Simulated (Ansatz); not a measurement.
`O[SiH2][AsH2]` → `[AsH3]` + `O[SiH]` at 700 K and 1 bar (silylene formation by 1,1-elimination).

Computed with Ansatz on PBE0-D4/def2-TZVP structures; ΔE is electronic, products minus reactants. CCSD(T)/CBS is the MP2 limit (def2-TZVPP, def2-QZVPP) plus CCSD(T) − MP2 in def2-TZVPP, frozen cores. This one scheme is used for every species. For As outer-core shells are correlated without core-valence functions, which leaves a few kJ/mol of doubt a bond. Scalar relativity is left out up to krypton. One conformer a species, not always the lowest.

| species | CCSD(T)/CBS energy (Eh) | H − E (kJ/mol) | S (J/(mol·K)) |
| --- | --- | --- | --- |
| `O[SiH2][AsH2]` | -2602.30953 | 187.8 | 422.7 |
| `[AsH3]` | -2236.79077 | 87.1 | 262.7 |
| `O[SiH]` | -365.43832 | 87.6 | 287.3 |

H − E and S are ideal-gas, rigid-rotor, harmonic terms from PBE0-D4/def2-TZVP, for one conformer and one mirror image of each species. 1 Eh = 2625.50 kJ/mol, R = 8.31446 J/(mol·K).

Problem. By hand: ΔE, ΔH, ΔS and ΔG.

Solution. ΔE = (-2236.79077) + (-365.43832) − (-2602.30953) = 0.08044 Eh = 211.2 kJ/mol. Δ(H − E) = 87.1 + 87.6 − 187.8 = -13.1, so ΔH = 198.1 kJ/mol. ΔS = 262.7 + 287.3 − 422.7 = 127.3 J/(mol·K). ΔG = 198.1 − 700 × (127.3)/1000 = 109.0 kJ/mol.

Problem. By hand: the equilibrium constant, and the temperature at which ΔG would vanish if ΔH and ΔS stayed fixed.

Solution. log₁₀ K = −ΔG/(RT ln 10) = -8.1. ΔG = 0 at ΔH/ΔS = 1556 K.

The number of gas molecules changes by +1, which sets the sign of ΔS. A doubt of 5 kJ/mol in ΔE shifts log₁₀ K by 0.4 here. Other conformers and mirror images would add mixing entropy, several J/(mol·K) or more a flexible species. These are equilibria of isolated gas molecules and say nothing of rates. Largest T1 diagnostic: 0.016 (customary marks: 0.02 for closed shells, 0.045 for open ones).
